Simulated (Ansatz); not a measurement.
System: C5H14BN, net charge 0, singlet state. 
Coordinates optimised at B3LYP-D3(BJ)/def2-TZVP (Ansatz, a quantum-chemistry and plane-wave program):
```xyz
21

C      2.0916     0.2911    -1.2465
C      1.2746    -0.7702    -0.5145
N      0.2780    -0.2064     0.3955
C      0.8296     0.0999     1.7063
B     -1.0562     0.0512     0.0331
C     -2.0775     0.6547     1.0913
C     -1.5969    -0.2365    -1.4272
H      1.4430     0.9015    -1.8768
H      2.8493    -0.1737    -1.8811
H      2.6026     0.9543    -0.5465
H      0.7759    -1.4125    -1.2376
H      1.9422    -1.4162     0.0644
H      1.6972     0.7619     1.6247
H      1.1567    -0.8126     2.2168
H      0.0911     0.5949     2.3290
H     -2.0920     0.1021     2.0351
H     -3.0985     0.6676     0.7057
H     -1.8226     1.6899     1.3448
H     -2.3507    -1.0315    -1.3893
H     -0.8602    -0.5174    -2.1796
H     -2.1278     0.6459    -1.7996
```

Quantity: atomisation energy (electronic, to ground-state atoms); the coupled-cluster value holds the core correlation from cc-pwCVTZ, in kcal/mol. Valence correlation only, unless marked. Open shells are spin-unrestricted. Spin-orbit coupling is left out. Non-relativistic. CBS marks a two-point X^-3 extrapolation of the correlation energy; Hartree-Fock from the larger set. [CCSD(T)-MP2]/basis is that difference in the basis named.

Level to compare with: RI-MP2/CBS(aug-cc-pVTZ,aug-cc-pVQZ)+[CCSD(T)-MP2]/aug-cc-pVTZ plus the core term (Ansatz), 1986.1 kcal/mol. It is a level with limits of its own, and the differences hold the functionals' basis error too.

Task: Rank these functionals by how close they come to RI-MP2/CBS(aug-cc-pVTZ,aug-cc-pVQZ)+[CCSD(T)-MP2]/aug-cc-pVTZ, closest first: wB97M-V/def2-TZVPD (Ansatz); r2SCANh/def2-TZVPD (Ansatz); SVWN5/def2-TZVPD (Ansatz).

Result: wB97M-V/def2-TZVPD (range-separated hybrid meta-GGA with VV10, 1985.3 kcal/mol, difference -0.8), r2SCANh/def2-TZVPD (hybrid meta-GGA, 1972.8 kcal/mol, difference -13.3), SVWN5/def2-TZVPD (LDA, 2242.7 kcal/mol, difference 256.6)
